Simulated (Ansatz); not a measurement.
Mulliken charges of C₂H₅AlBrN (`C[CH]1[NH][Al]1[Br]`) from r2SCAN/def2-TZVPP in Ansatz (PBE0-D4/def2-TZVP geometry).

```tsv
atom	x (Å)	y (Å)	z (Å)	charge (e)
C1	-0.890	-0.984	0.401	-0.106
C2	0.060	0.178	0.519	-0.042
N3	1.306	0.119	-0.347	-0.413
Al4	0.419	1.509	-0.815	0.474
Br5	0.349	3.229	-2.237	-0.159
H6	-1.817	-0.785	0.946	0.039
H7	-1.147	-1.201	-0.639	0.025
H8	-0.451	-1.896	0.829	0.032
H9	0.278	0.402	1.568	0.033
H10	1.975	-0.622	-0.222	0.118
```

Question: By hand: the dipole of these point charges (1 e Å = 4.8032 D).

Answer: Σ q r = (-0.176, 0.068, 0.121) e Å, of length 0.224 e Å = 1.08 D.

Question: How does the dipole of the full density compare? (Estimate.)

Answer: Ansatz gave: (-0.007, -0.066, 0.081) e Å, 0.50 D; the point charges give 2.16 times that, at 74° from its direction.

Point charges leave out the atoms' own dipoles, such as those of lone pairs, and Mulliken's split depends on the basis, so the two needn't agree.
